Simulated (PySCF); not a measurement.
Which level of theory gave which numbers?

C₅H₆OS.
Bonds: C1–S2, S2–C3, C3–C4 (aromatic), C4–C5 (aromatic), C5–C6 (aromatic), C6–O7 (aromatic), C3–O7 (aromatic). Hydrogens: H8, H9, H10 on C1; H11 on C4; H12 on C5; H13 on C6.

The closed-shell ground state was solved 6 times with PySCF (density fitting, gas phase), always with PBE0, in these basis sets: 6-311+G(2d,p), STO-3G, aug-cc-pVDZ, cc-pVDZ, def2-TZVP and pcSseg-0. Geometry: PBE0-D3(BJ)/def2-SVP, one conformer, isolated molecule.

| row | total energy (Eh) | HOMO (eV) | LUMO (eV) | dipole (D) |
| --- | --- | --- | --- | --- |
| P | -665.9819 | -5.97 | 0.36 | 1.22 |
| Q | -667.1896 | -5.69 | 0.32 | 1.08 |
| R | -667.0959 | -5.58 | 0.61 | 1.14 |
| S | -667.1124 | -5.72 | -0.14 | 1.10 |
| T | -659.3428 | -3.19 | 3.79 | 1.11 |
| U | -667.1625 | -5.71 | 0.01 | 1.07 |

Task: Which basis belongs to which row?

Result: P = pcSseg-0, Q = def2-TZVP, R = cc-pVDZ, S = aug-cc-pVDZ, T = STO-3G, U = 6-311+G(2d,p). From the lowest total energy up: def2-TZVP (259 functions) 0 eV; 6-311+G(2d,p) (233 functions) +0.74 eV; aug-cc-pVDZ (219 functions) +2.10 eV; cc-pVDZ (132 functions) +2.55 eV; pcSseg-0 (79 functions) +32.86 eV; STO-3G (45 functions) +213.52 eV.

The values belong to the conformer `[CH3:1][S:2][c:3]1[cH:4][cH:5][cH:6][o:7]1`: C1–S2–C3–C4 180°.
